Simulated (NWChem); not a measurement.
Molecule: ZnH$_{2}$; SMILES [ZnH2]

Program: NWChem. Pople sets run with spherical d functions. Structure relaxed at the B3LYP/6-31G* (spherical d) level. Static field.

Taking B3LYP/aug-cc-pVTZ as the yardstick, which of these has the fewest basis functions while keeping “isotropic polarisability (bohr³)” within 2 % of it: B3LYP/def2-TZVPD; B3LYP/def2-SVPD; B3LYP/def2-SVP; B3LYP/aug-cc-pVDZ; B3LYP/6-31G*; B3LYP/def2-TZVP?

B3LYP/def2-TZVPD.
```csv
level,basis functions,isotropic polarisability (bohr³),relative time (rough)
B3LYP/6-31G*,38,22.9,1
B3LYP/def2-SVP,41,20.3,1
B3LYP/def2-SVPD,50,28.6,1
B3LYP/def2-TZVP,60,26.8,2
B3LYP/def2-TZVPD,69,29.2,3
B3LYP/aug-cc-pVDZ,77,29.3,200
B3LYP/aug-cc-pVTZ,139,29.6,400
```

The yardstick is one finite set, not the basis-set limit.
